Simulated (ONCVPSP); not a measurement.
Ti: ONCV pseudisation with LDA (Perdew-Zunger), scalar-relativistic reference atom.

```json
{
 "Element": "Ti (Z = 22)",
 "Generator": "ONCVPSP 4.0.1",
 "Type": "optimised norm-conserving Vanderbilt (ONCV)",
 "Functional": "LDA (Perdew-Zunger)",
 "Relativity": "scalar-relativistic",
 "Frozen core": "[Ne]",
 "Valence charge": "12",
 "Reference configuration": "3s2 3p6 3d2 4s2",
 "Partial waves": "3s+4s: rc 1.50 bohr, ncon 3, nbas 8, qcut 8.9 1/bohr, 2 projectors; 3p: rc 1.55 bohr, ncon 3, nbas 8, qcut 8 1/bohr, 2 projectors, debl 2 Ha; 3d: rc 1.20 bohr, ncon 4, nbas 8, qcut 7.2 1/bohr, local; f scattering state at 0.13 Ha: rc 1.20 bohr, ncon 4, nbas 8, qcut 8.1 1/bohr, 2 projectors, debl 2 Ha",
 "Local potential": "the d channel",
 "Core correction": "Teter function, fcfact 3.5, rcfact 1.45"
}
```

Results:

```json
{
  "Cutoffs needed": "154 Ha and 178 Ha (the cutoffs (Ha) at which the residual kinetic energy of the hardest occupied pseudo-wave falls to 1 and 0.1 mHa per electron)",
  "Ghost test": "ghosts flagged at negative energy: s at -203.0 eV; no localised positive-energy state flagged; a true bound ghost makes a file unfit for plane-wave use",
  "Largest excitation error": "-113 meV (all-electron minus pseudo) for 3s1 3p6 3d2 4s2, out of 4 test configurations",
  "rms error of d²Exc/dni dnj": "2.57 mHa without and 0.77 mHa with the model core"
}
```

Generation and tests took about 3 s on one core of a shared server CPU.
